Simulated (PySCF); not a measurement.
`Oc1cnc(CC[SiH3])o1`: 4 charge schemes on one density

Species: C5H9NO2Si.
Z-matrix (Å and degrees, GFN2-xTB geometry), rows numbered from 1:
```
O 
C   1  1.3390
C   2  1.3589  1  132.16
N   3  1.3715  2  107.90  1  -179.80
C   4  1.2880  3  106.17  2    -0.14
C   5  1.4797  4  128.46  3   177.16
C   6  1.5332  5  110.75  4  -102.18
Si  7  1.9060  6  113.98  5   -56.82
O   2  1.3546  1  119.34  3   179.85
H   1  0.9654  2  108.98  3   178.48
H   3  1.0677  2  129.95  1     0.12
H   6  1.0908  5  107.94  4    19.09
H   6  1.0923  5  108.82  4   137.34
H   7  1.0912  6  108.55  5    65.57
H   7  1.0913  6  108.03  5  -179.20
H   8  1.4643  7  107.58  6  -161.46
H   8  1.4644  7  111.29  6    79.80
H   8  1.4644  7  109.77  6   -42.37
```

Density: PBE0/pcSseg-1 (PySCF); schemes: Mulliken, IAO, Hirshfeld and ESP-fitted. The structure is a single GFN2-xTB conformer in the gas phase; no vibrational or solvent corrections.

Task: Atoms with like bonding are taken together and averaged. For which atoms does the sign change between the 4 schemes (beyond +0.03 e in one, beyond −0.03 e in another)?

Result: For none.

Task: At which atom do the 4 schemes differ most?

Result: At C7: from -0.541 (Mulliken) to -0.080 e (ESP-fitted), 0.461 e apart.

Task: Tabulate the Mulliken, IAO, Hirshfeld and ESP-fitted charges.

Result: In e; atoms taken as equivalent share a row and are averaged (×n: the atom named and its like, n in all):

```
       atom                          environment  Mulliken     IAO  Hirshfeld  ESP-fitted
         O1                   phenol-type oxygen    -0.373  -0.454     -0.175      -0.536
         C2       aromatic carbon bearing oxygen    +0.388  +0.338     +0.127      +0.306
         C3  aromatic CH next to a ring nitrogen    -0.008  -0.171     -0.073      -0.062
         N4               pyridine-type nitrogen    -0.399  -0.312     -0.199      -0.553
         C5          substituted aromatic carbon    +0.286  +0.276     +0.122      +0.485
         C6                 benzylic-type carbon    -0.108  -0.270     -0.070      -0.152
         C7          sp3 carbon bound to silicon    -0.541  -0.532     -0.153      -0.080
        Si8                         SiH3 silicon    +0.504  +0.591     +0.293      +0.334
         O9                    furan-type oxygen    -0.432  -0.285     -0.062      -0.296
        H10        phenol-type hydroxyl hydrogen    +0.249  +0.380     +0.193      +0.460
        H11                    aromatic hydrogen    +0.095  +0.176     +0.059      +0.172
    H12/H13                   methylene hydrogen    +0.146  +0.161     +0.051      +0.069
    H14/H15                   methylene hydrogen    +0.152  +0.153     +0.043      +0.045
H16/H17/H18                        Si–H hydrogen    -0.086  -0.121     -0.083      -0.102
```

Mean size of the charges over all atoms: IAO 0.265 e, Mulliken 0.235 e, ESP-fitted 0.221 e, Hirshfeld 0.109 e. Each set sums to the total charge, 0, to within 0.001 e. The Hirshfeld scheme divides the density at each point in proportion to the densities of the neutral, spherically averaged free atoms.

Some averages cover members that differ in this geometry: H16/H17/H18, ESP-fitted -0.120 to -0.086 e.

Task: How many electrons does the Hirshfeld scheme count on N4?

Result: Z − q = 7 − (-0.199) = 7.199.

Task: Sum the charges by element, for elements with more than one atom.

Result: 
| element | atoms | Mulliken | IAO | Hirshfeld | ESP-fitted |
| --- | --- | --- | --- | --- | --- |
| O | 2 | -0.805 | -0.739 | -0.237 | -0.832 |
| C | 5 | +0.016 | -0.359 | -0.047 | +0.498 |
| H | 9 | +0.683 | +0.820 | +0.190 | +0.553 |
